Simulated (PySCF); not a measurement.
## Electronic structure of Nb(2+) (niobium, charge +2) at the PBE0 level

Configuration: [Kr] 4d3, high-spin 4F determinant. Computed with PySCF 2.14 in x2c-QZVPPall, with scalar relativity by spin-free X2C-1e.

```
Total energy                        : -3818.29 hartree
One-electron energy                 : -5244.76 hartree
Hartree (Coulomb) energy            : 1545.63 hartree
Exchange-correlation energy         : -119.17 hartree
⟨S²⟩                                : 3.7516
⟨L²⟩                                : 12.014
Sum of ⟨r⟩                          : 24.65 bohr
Sum of ⟨r²⟩                         : 30.70 bohr²
Langevin diamagnetic susceptibility : -24.3 ×10⁻⁶ cm³/mol
```

| shell | electrons | mean orbital energy (eV) | spread (eV) | rms radius, mean of both spins (bohr) |
| --- | --- | --- | --- | --- |
| 1s β | 1 | -18875.4 | 0 | 0.0415 |
| 1s α | 1 | -18875.4 | 0 | 0.0415 |
| 2s α | 1 | -2674.6 | 0 | 0.171 |
| 2s β | 1 | -2674.3 | 0 | 0.171 |
| 2p α | 3 | -2389.1 | 0 | 0.152 |
| 2p β | 3 | -2388.8 | 0 | 0.152 |
| 3s α | 1 | -469.25 | 0 | 0.474 |
| 3s β | 1 | -469.07 | 0 | 0.474 |
| 3p α | 3 | -375.15 | 0 | 0.480 |
| 3p β | 3 | -374.93 | 0 | 0.480 |
| 3d α | 5 | -221.16 | 0.223 | 0.475 |
| 3d β | 5 | -220.75 | 0.212 | 0.475 |
| 4s α | 1 | -80.580 | 0 | 1.23 |
| 4s β | 1 | -78.441 | 0 | 1.23 |
| 4p α | 3 | -55.478 | 0 | 1.38 |
| 4p β | 3 | -52.836 | 0 | 1.38 |
| 4d α | 3 | -21.655 | 0 | 1.99 |

Densities and radii are taken from the X2C orbitals without a picture-change correction, which distorts them close to the nucleus.
